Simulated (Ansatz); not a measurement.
## How methods differ on AgH (SMILES [AgH])

AgH: 2 atoms, total charge 0, spin state singlet. SMILES: `[AgH]`. Geometry: the measured bond length.

```xyz
2

Ag    0.0000    0.0000    0.0000
H     0.0000    0.0000    1.6181
```

Quantity: the energy change with the Ag1–H2 bond stretched from 1.618 to 3.236 Å, in eV. The values are calculated.

| level | kind | program | value (eV) | less FCI/STO-3G | CPU time (all runs) |
| --- | --- | --- | --- | --- | --- |
| HF/STO-3G (restricted) | Hartree–Fock | Ansatz | 7.16 | +4.89 | 0.86 s |
| PBE/STO-3G (restricted) | GGA | Ansatz | 5.04 | +2.77 | 9.8 s |
| revPBE/STO-3G (restricted) | GGA | Ansatz | 4.92 | +2.65 | 9.7 s |
| PBE0/STO-3G (restricted) | global hybrid | Ansatz | 5.75 | +3.48 | 4 s |
| HSE06/STO-3G (restricted) | range-separated hybrid | Ansatz | 5.72 | +3.45 | 4.7 s |
| CCSDT(Q)/STO-3G (restricted) | coupled cluster or CI | Ansatz | 2.53 | +0.26 | 2.6 s |
| CCSDT/STO-3G (restricted) | coupled cluster or CI | Ansatz | 2.13 | -0.14 | 2.2 s |
| CCSDTQ/STO-3G (restricted) | coupled cluster or CI | Ansatz | 2.27 | 0.00 | 40 s |
| FCI/STO-3G | exact in the basis | Ansatz | 2.27 | 0.00 | 5.8 s |

FCI/STO-3G is exact within its basis and frozen core, so for wave-function methods in that basis the difference is their error; functionals converge differently with the basis, so for them it is only a difference. A spin-restricted reference rises too steeply as a bond breaks; here HF/STO-3G, PBE/STO-3G, revPBE/STO-3G, PBE0/STO-3G, HSE06/STO-3G lie well above the multireference or unrestricted value. All-electron rows without a relativistic Hamiltonian named are non-relativistic. The first shape isn't each level's own minimum. The values span 2.13 to 7.16 eV. All rows use very small basis sets, so none should be taken for the real molecule's value. In so small a basis fixed costs decide the times, and correlated methods can beat functionals. Times are those of the runs behind each value, whatever else they computed, on shared processors of several kinds: orders of magnitude only.
